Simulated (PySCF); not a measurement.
Isomers of C8H10F2. Level of theory: PySCF, PBE0-D3(BJ)/def2-SVP geometry optimisation, gas phase. Energies are electronic, without zero-point or thermal terms, for one conformer each. No frequencies were run at this level. Point groups hold within 0.08 Å.

Task: Order them by energy at this level, lowest first, and give relative energies in kcal/mol.
A. `[F:1][CH:2]([F:3])[C@@H:4]1[CH2:5][C@@H:6]2[CH:7]=[CH:8][C@H:9]1[CH2:10]2` with F1–C2–C4–C5 -64°
B. `[F:1]/[CH:2]=[CH:3]\[C@@:4]1([F:5])[CH2:6][C@H:7]2[CH2:8][CH2:9][C@@H:10]12` with C2–C3–C4–F5 -157°

Result: A (0.0), B (39.3).

As drawn, the lower has two fluorines on one carbon, which the higher lacks; the higher has a four-membered ring, which the lower lacks.

| SMILES | E (Eh) | E rel (kcal/mol) | dipole (D) | point group | A, B, C (MHz) |
| --- | --- | --- | --- | --- | --- |
| FC(F)[C@@H]1C[C@@H]2C=C[C@H]1C2 | -509.61864 | 0.0 | 2.16 | C1 | 2571, 1038, 936.7 |
| F/C=C\[C@@]1(F)C[C@H]2CC[C@H]21 | -509.55594 | 39.3 | 1.19 | C1 | 1625, 1457, 1009 |
